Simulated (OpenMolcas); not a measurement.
W5+ (d1) among equal point charges was computed by CASSCF with the d shell active (OpenMolcas, ANO-RCC-VDZP on the metal). Its lowest spin-free states, and all those of the highest spin:

| 2S+1 | Degeneracy | E (cm-1) |
| --- | --- | --- |
| 2 | 2 | 0.0 |
| 2 | 1 | 465.6 |
| 2 | 1 | 9875 |
| 2 | 1 | 11041 |

Problem. Is the site octahedral, tetrahedral or cube-like, axial, or of lower symmetry?

Solution. The states with 2S+1 = 2 have orbital degeneracies 2, 1, 1, 1. There are pairs but no triples, so the site is axial: not cubic, but with a proper or improper axis of order three or more. The run had W5+ among 6 point charges of -0.98 e arranged as a tetragonal octahedron (D4h), 1.8 Å from the ion, with the axial distance 1.836 Å.

An orbital doublet at a regular site is open to a Jahn-Teller distortion, which this geometry leaves out. Point charges carry no covalency, so the field is a model and not that of real ligands. No measured value stands beside these numbers.
